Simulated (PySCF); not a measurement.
Geometry:
```tsv
atom	x (Å)	y (Å)	z (Å)
C1	2.985	0.324	0.249
S2	1.788	0.764	-1.030
C3	0.333	-0.137	-0.478
B4	-0.883	-0.156	-1.477
C5	-2.182	-0.116	-0.608
C6	-1.703	-0.343	0.833
C7	-0.289	0.242	0.875
H8	3.937	0.799	-0.026
H9	3.139	-0.766	0.295
H10	2.685	0.695	1.240
H11	0.576	-1.227	-0.469
H12	-0.806	-0.189	-2.682
H13	-2.502	0.944	-0.734
H14	-3.044	-0.720	-0.932
H15	-2.363	0.094	1.598
H16	-1.661	-1.427	1.038
H17	0.294	-0.107	1.742
H18	-0.333	1.344	0.938
```

Geometry: PBE0-D3(BJ)/def2-SVP; GIAO shifts from PySCF, gas phase, non-relativistic, averaged over equivalent atoms.

At PBE0/pcSseg-1 (181 basis functions, 30 s wall time on 1 thread of an Arm Neoverse V1, shared host):
```json
{"atoms": "C3", "δ (ppm)": "55.0"}
{"atoms": "C7", "δ (ppm)": "36.6"}
{"atoms": "C5", "δ (ppm)": "34.6"}
{"atoms": "C6", "δ (ppm)": "28.3"}
{"atoms": "C1", "δ (ppm)": "21.2"}
{"atoms": "S2", "δ (ppm)": "-40.9"}
{"atoms": "B4", "δ (ppm)": "89.2"}
{"atoms": "H12", "δ (ppm)": "7.54"}
{"atoms": "H17", "δ (ppm)": "2.39"}
{"atoms": "H15", "δ (ppm)": "2.10"}
{"atoms": "H14", "δ (ppm)": "2.07"}
{"atoms": "H8/H9/H10", "δ (ppm)": "2.03"}
{"atoms": "H11", "δ (ppm)": "1.85"}
{"atoms": "H16", "δ (ppm)": "1.34"}
{"atoms": "H18", "δ (ppm)": "1.21"}
{"atoms": "H13", "δ (ppm)": "0.62"}
```

References, each an isolated molecule treated in the same way: TMS for ¹³C (184.41 ppm) and ¹H (31.27 ppm); ³³S (495.66 ppm) vs CS2; ¹¹B (100.73 ppm) vs BF3·OEt2.

Problem. Predict the values at KT2/pcSseg-1 on the same geometry.

Solution. 
| atoms | δ at KT2/pcSseg-1 | change |
| --- | --- | --- |
| C3 | 57.8 | +2.8 |
| C7 | 37.5 | +0.9 |
| C5 | 35.7 | +1.1 |
| C6 | 29.4 | +1.1 |
| C1 | 22.1 | +0.9 |
| S2 | -5.1 | +35.8 |
| B4 | 83.3 | -5.9 |
| H12 | 7.51 | -0.03 |
| H17 | 2.57 | +0.18 |
| H15 | 2.24 | +0.14 |
| H14 | 2.23 | +0.16 |
| H8/H9/H10 | 2.11 | +0.08 |
| H11 | 2.16 | +0.31 |
| H16 | 1.36 | +0.02 |
| H18 | 1.14 | -0.07 |
| H13 | 0.69 | +0.07 |

Chemical shifts δ = σref − σ; ¹³C (183.22 ppm) and ¹H (31.18 ppm) against TMS; ³³S (518.69 ppm) vs CS2; ¹¹B (99.90 ppm) vs BF3·OEt2, all at this level.

The largest change is at S2 (sulfide sulfur). Cost: 181 basis functions, 34 s wall time on 1 thread of an Arm Neoverse V1, shared host. The order of the carbon signals is the same at both levels.

A carbon bonded to boron is broadened by the quadrupolar boron nucleus and is often missing from a measured spectrum.
